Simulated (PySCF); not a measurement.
**Vibration and rotation of SrAs⁺**

PBE constants of SrAs⁺, ³Σ⁻ (triplet), unpaired electrons π ↑↑ (basis Sr def2-SVP with ECP28, As def2-SVP; scalar-relativistic core potentials; PySCF 2.14; masses 87.9056 and 74.9216 u):

* ωe: 183.5 cm⁻¹
* ωexe: 0.523 cm⁻¹
* Be: 0.048224 cm⁻¹
* αe: 0.000174 cm⁻¹
* De to Sr⁺ + As: 1.58 eV

Problem. What force constant and bond length do these constants imply?

Solution. Reduced mass μred = 40.448 u; k = 5.8918×10⁻⁷·μred·ωe² (u, cm⁻¹, mdyn/Å) = 0.802 mdyn/Å; Re = √(16.8576/(μred·Be)) (u, cm⁻¹, Å) = 2.940 Å.

Problem. Estimate the centrifugal constant D from the Kratzer relation and find the Dunham coefficient a1.

Solution. D = 4Be³/ωe² = 1.33e-08 cm⁻¹; a1 = −1 − αeωe/(6Be²) = -3.29.

Spin–orbit coupling is left out. For an ion De counts to the pair picked by the measured ionisation energies or electron affinities, which need not be the lowest pair at this level. The state is the lowest determinant that a PBE0 search found; another state may lie lower at other levels.
